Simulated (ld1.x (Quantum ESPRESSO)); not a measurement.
# fluorine: one change to a PAW potential, before and after

```
Element                 : F
Generator               : ld1.x (Quantum ESPRESSO) 7.5
Type                    : PAW
Functional              : LDA (PZ)
Relativity              : scalar-relativistic
Frozen core             : [He]
Valence charge          : 7
Reference configuration : 2s1.5 2p5.5
Partial waves           : 2s (bound): rcut 0.70, rcutus 0.95 bohr; 2s channel at -1.75 Ry: rcut 0.70, rcutus 0.95 bohr; 2p (bound): rcut 0.90, rcutus 1.15 bohr; 2p channel at -0.55 Ry: rcut 0.90, rcutus 1.15 bohr; 3d channel at 0.05 Ry: rcut 0.75, rcutus 1.05 bohr; 3d channel at 1.95 Ry: rcut 0.75, rcutus 1.05 bohr
Local potential         : all-electron potential smoothed inside 0.90 bohr (lloc = -2)
Core correction         : a·sin(br)/r model core inside 0.70 bohr
Augmentation charge     : BESSEL, radius 0.60 bohr
```

Change: waves 2s (bound): rcut 0.70, rcutus 0.84 bohr; 2s channel at -1.75 Ry: rcut 0.70, rcutus 0.84 bohr.

Cutoffs: the cutoffs (Ry, on a coarse ladder) from which the occupation-weighted sum of valence levels, in a spherical-Bessel basis at the reference potential, stays within 10 and 1 mRy of its value at 400 Ry; they do not see the model core or the augmentation charge, which bear on the density cutoff. Errors are all-electron minus pseudo energies relative to the spin-unpolarised reference configuration.

**Question.** How do hardness, ghosts and transferability respond?

**Answer.** The potential gets neither clearly harder nor softer (55 Ry and 100 Ry → 55 Ry and 100 Ry); the p channel sets the loose cutoff, while the largest relative change is in s, which becomes softer; of the 9 tests that both files solve, the error grows in 1 and shrinks in 0 by more than 15 % and 0.3 meV (median size 0.2 → 0.2 meV); neither file shows a bound ghost.

| quantity | base | changed |
| --- | --- | --- |
| cutoff, loose | 55 Ry | 55 Ry |
| cutoff, tight | 100 Ry | 100 Ry |
| loose cutoff by channel (10 mRy a level) | s 30 Ry, p 45 Ry | s 21 Ry, p 45 Ry |
| bound ghosts | none | none |
| error for 2s2 2p5, meV [ΔE -9.19 eV] | +0.1 | +0.2 |
| error for 2s2 2p4, meV [ΔE 10.37 eV] | 0.0 | -0.3 |
| error for 2s2 2p3, meV [ΔE 48.88 eV] | -2.0 | -3.5 |
| error for 2s2 2p5.3, meV [ΔE -11.91 eV] | +0.3 | +0.4 |
| error for 2s1 2p5, meV [ΔE 29.03 eV] | -1.9 | -1.9 |
| error for 2s1 2p6, meV [ΔE 9.20 eV] | +0.2 | 0.0 |
| error for 2s2 2p4.5, meV [ΔE -1.56 eV] | +0.1 | 0.0 |
| error for 2s1.5 2p5.5 (spin-polarised), meV [ΔE -0.41 eV] | -0.2 | -0.2 |
| error for 2s2 2p5 (spin-polarised), meV [ΔE -9.56 eV] | +0.2 | +0.1 |
| s: phases at 1.25 bohr within 0.05 rad from the reference energy up to (Ry; the scan ends near 5) | to the end of the scan | to the end of the scan |
| p: phases at 1.25 bohr within 0.05 rad from the reference energy up to (Ry; the scan ends near 5) | to the end of the scan | to the end of the scan |
| d: phases at 1.25 bohr within 0.05 rad from the reference energy up to (Ry; the scan ends near 5) | to the end of the scan | to the end of the scan |
| lowest overlap eigenvalue by channel | s 0.60, p 0.97, d 0.98 | s 0.57, p 0.97, d 0.98 |
